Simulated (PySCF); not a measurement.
# Ionisation and electron attachment of methyl diselenide

System: methyl diselenide, `C[Se][Se]C` (C2H6Se2). Atom numbers as in the mapped SMILES `[CH3:1][Se:2][Se:3][CH3:4]`.

Level of theory: PBE0-D3(BJ)/def2-SV(P) single points in PySCF, grid level 2; every species was optimised with PBE0-D3(BJ)/ma-def2-SVP. Zero-point and thermal terms (298.15 K, 1 bar) come from unscaled GFN2-xTB harmonic frequencies, with soft modes damped to free rotors in the entropy. These were taken at the GFN2-xTB minima.

Frontier levels of the parent: HOMO -6.41 eV, LUMO -0.83 eV.

Oxidation to the radical cation:
- Vertical ionisation energy (electronic): 8.48 eV
- Adiabatic ionisation energy (with zero-point energy): 7.81 eV
- Adiabatic, electronic part: 7.82 eV
- Vertical gap at the product's structure: 7.32 eV
- Inner reorganisation energy (four-point): 1154 meV
- Relaxation of product / of parent: 662 / 492 meV
- ⟨S²⟩ of the product: 0.753
- Largest spin populations: Se3 0.49, Se2 0.49
- Largest changes of atomic charge: Se3 0.38, Se2 0.38
- Distances that move most (Å): Se2–Se3 2.316 → 2.284; C1–Se2 1.951 → 1.933; Se3–C4 1.951 → 1.933

Vertical electron affinity to the radical anion: -1.15 eV. The product does not keep its bonds on relaxation, so no adiabatic value is given. The value is negative, so the extra electron is not bound, and the number hangs on the basis.

Measured values (NIST Chemistry WebBook, evaluated or the median of agreeing entries): vertical ionisation energy 8.56 eV (computed 8.48, difference -0.08); adiabatic ionisation energy 8.10 eV (computed 7.81, difference -0.29).

Note: def2-SV(P) is a small basis, whose errors can reach tens of kJ/mol; spin-orbit coupling is left out of the energies, which matters for open shells on the heavier atoms; atoms from Ga to Kr are treated without relativity; def2-SV(P) has no diffuse functions and serves anions poorly.

The single points of this level took 64 s of wall time on 1 thread of Arm Neoverse N1 (shared host), launched as `OMP_NUM_THREADS=1 python redox_run.py task.json out`.
